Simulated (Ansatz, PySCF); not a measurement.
I2Mg, SMILES [Mg-]([I])[I], charge -1, multiplicity 2. Atoms are numbered in the order given.

```xyz
3

Mg     0.0000     0.0000     1.2566
I      0.0000     2.3841    -0.1706
I      0.0000    -2.3841    -0.1706
```
Charge -1, spin multiplicity 2.

Geometry: B3LYP-D3(BJ)/def2-SVPD. The def2 effective core potentials stand for the cores of I; spin–orbit coupling is left out.

Two levels are set side by side: PBE-D3(BJ)/def2-SVPD (Ansatz, a quantum-chemistry and plane-wave program) and B3LYP-D3(BJ)/def2-SVPD (Ansatz). Each level has its own optimised geometry; the coordinates shown are those of the second. Frequencies come from the Hessian of PySCF at each geometry. Differences are taken from unrounded values.

```csv
quantity,B3LYP-D3(BJ),PBE-D3(BJ),PBE-D3(BJ) minus B3LYP-D3(BJ)
mean bond length (Å),2.779,2.778,0.000
bond Mg1–I2 (Å),2.779,2.778,0.000
bond Mg1–I3 (Å),2.779,2.778,0.000
highest harmonic wavenumber (cm⁻¹),254,257,3
mean harmonic wavenumber (cm⁻¹),162,162,-1
zero-point energy (kcal/mol),0.70,0.69,0.00
```

On these quantities the two levels nearly agree.
